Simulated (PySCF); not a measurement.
Match the calculated data to a structure.

All candidates are C6H7F3Si.

- Triplet: lowest triplet excitation (Tamm–Dancoff): 2.85 eV [TDA PBE0/def2-SVPD]
- Dipole: 2.85 D [PBE0/def2-SVPD]
- 13C NMR: chemical shifts (computed TMS as zero) by class: 161.2 (1 C), 136.2 (1 C), 134.9 (1 C), 114.7 (1 C), 20.1 (1 C), 3.0 (1 C) ppm [GIAO PBE/pcSseg-1]
- Rotational structure: rotational constants A, B, C: 3.152, 0.391, 0.369 GHz [PBE0-D3(BJ)/def2-SVP]
- 1H NMR: chemical shifts (computed TMS as zero) by class: 5.92 (1 H), 5.36 (1 H), 3.05 (1 H), 2.72 (1 H), 1.96 (1 H), 1.13 (1 H), 0.75 (1 H) ppm [GIAO PBE/pcSseg-1]
- Polarisability: 118.4 au [PBE0/def2-SVPD]
- NMR, other nuclei: isotropic shieldings of nuclei other than C and H, by class: 267 (1 F), 282 (1 F), 356 (1 F), 467 (1 Si) ppm [GIAO PBE/pcSseg-1]
- UV, first state: lowest singlet excitation: 4.80 eV (258 nm, f = 0.825) [TDDFT PBE0/def2-SVPD]
- Valence photoelectron: vertical ionisation energy: 7.72 eV [ΔSCF PBE0/def2-SVPD]

Gas-phase values; electronic properties from PySCF, density fitting. Levels stand in brackets. The structure is a single PBE0-D3(BJ)/def2-SVP conformer in the gas phase; no vibrational or solvent corrections. Each NMR value is the plain mean over a class of atoms that symmetry, rotation or inversion makes alike.

Question: Which candidate is it?
A. `FC(F)(F)C#CC1C[SiH2]C1`
B. `FC(F)(F)CC1=CC=C[SiH2]1`
C. `FC(F)=C(F)/C=C/[C@@H]1C[SiH2]1`
D. `FC(F)=C(F)/C=C\[C@@H]1C[SiH2]1`

Answer: C. It is `FC(F)=C(F)/C=C/[C@@H]1C[SiH2]1`. Numbering: `[F:1][C:2]([F:3])=[C:4]([F:5])/[CH:6]=[CH:7]/[C@@H:8]1[CH2:9][SiH2:10]1`. Its formula, C6H7F3Si, gives 3 degrees of unsaturation: 1 ring and 2 π bonds in the structure found. 6 carbons fall into 6 classes; from least to most shielded: =CF2 carbon [C2] (161.2 ppm), alkene CH carbon [C7] (136.2 ppm), vinylic C–F carbon [C4] (134.9 ppm), alkene CH carbon [C6] (114.7 ppm), ring sp3 carbon bound to silicon [C8] (20.1 ppm), ring sp3 carbon bound to silicon [C9] (3.0 ppm). Hydrogen classes from least to most shielded: 1 H on an alkene CH carbon, C6 (5.92 ppm), 1 H on an alkene CH carbon, C7 (5.36 ppm), 1 H on an SiH2 silicon, Si10 (3.05 ppm), 1 H on an SiH2 silicon, Si10 (2.72 ppm), 1 H on an sp3 carbon bound to silicon, C8 (1.96 ppm), 1 H on an sp3 carbon bound to silicon, C9 (1.13 ppm), 1 H on an sp3 carbon bound to silicon, C9 (0.75 ppm). The other shieldings belong to: 267 ppm, vinyl fluorine [F3]; 282 ppm, vinyl fluorine [F1]; 356 ppm, vinyl fluorine [F5]; 467 ppm, SiH2 silicon [Si10]. S1 is mainly HOMO→LUMO (weight 0.92); the largest Löwdin shares of the orbital it empties are 0.15 on the =CF2 carbon, 0.15 on each of 2 atoms of one kind (alkene CH carbon) and 0.11 on the vinylic C–F carbon, of the orbital it fills 0.22 on an alkene CH carbon, 0.16 on an alkene CH carbon, 0.15 on the =CF2 carbon and 0.11 on the SiH2 silicon. The optimised geometry has point group C1 and is an asymmetric top.

The others, at the same levels:
- `FC(F)(F)CC1=CC=C[SiH2]1` fails: its computed 13C shifts are 155.0 (1 C), 152.3 (1 C), 140.4 (1 C), 136.8 (1 C), 133.5 (1 C), 44.0 (1 C) ppm, 1H shifts are 7.14 (1 H), 6.87 (1 H), 6.30 (1 H), 4.79 (2 H), 3.04 (2 H) ppm and lowest singlet excitation is 4.32 eV (287 nm, f = 0.089) (against 4.80 eV).
- `FC(F)=C(F)/C=C\[C@@H]1C[SiH2]1` fails: its computed 1H shifts are 5.51 (1 H), 4.99 (1 H), 3.04 (1 H), 2.89 (1 H), 2.66 (1 H), 1.15 (1 H), 0.65 (1 H) ppm, static isotropic polarisability is 116.5 au (against 118.4 au) and smallest rotational constant is 0.418 GHz (against 0.369 GHz).
- `FC(F)(F)C#CC1C[SiH2]C1` fails: it has 5 carbon classes against 6; its computed 13C shifts are 124.6 (1 C), 96.5 (1 C), 74.2 (1 C), 28.8 (1 C), 20.6 (2 C) ppm, 1H shifts are 4.82 (1 H), 4.77 (1 H), 3.26 (1 H), 1.59 (2 H), 1.55 (2 H) ppm and lowest singlet excitation is 6.09 eV (204 nm, f = 0.000) (against 4.80 eV).

Each candidate is one conformer, not necessarily the lowest. The conformers computed, where there is a choice (atom-mapped SMILES and torsion angles):
- `[F:1][C:2]([F:3])=[C:4]([F:5])/[CH:6]=[CH:7]/[C@@H:8]1[CH2:9][SiH2:10]1`: C2–C4–C6–C7 -179°, C6–C7–C8–C9 -150°
- `[F:1][C:2]([F:3])([F:4])[CH2:5][C:6]1=[CH:7][CH:8]=[CH:9][SiH2:10]1`: F1–C2–C5–C6 59°, C2–C5–C6–C7 139°
- `[F:1][C:2]([F:3])=[C:4]([F:5])/[CH:6]=[CH:7]\[C@@H:8]1[CH2:9][SiH2:10]1`: C2–C4–C6–C7 180°, C6–C7–C8–C9 -158°
